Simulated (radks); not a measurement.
Charge is removed step by step from the 1s down level of Si5+, starting from 1s(up 1, down 1) 2s2 2p5. Method: scalar-relativistic Kohn-Sham, PBE, spin-polarised, spherical densities, finite nucleus; open shells are filled with parallel spins first; Fermi nuclear charge, rms radius 3.1224 fm; computed with a radial shooting solver on a logarithmic mesh with Libxc functionals.

removed (e),E - E(0) (eV),eigenvalue (eV)
0,0.000,-1890.8
0.1,189.82,-1905.8
0.2,381.12,-1920.6
0.3,573.90,-1935.1
0.4,768.11,-1949.4
0.5,963.74,-1963.2
0.6,1160.7,-1976.5
0.7,1359.0,-1989.1
0.8,1558.5,-2000.4
0.9,1759.0,-2009.5

The mean slope of the eigenvalue, de/dn, is 132 eV per electron.
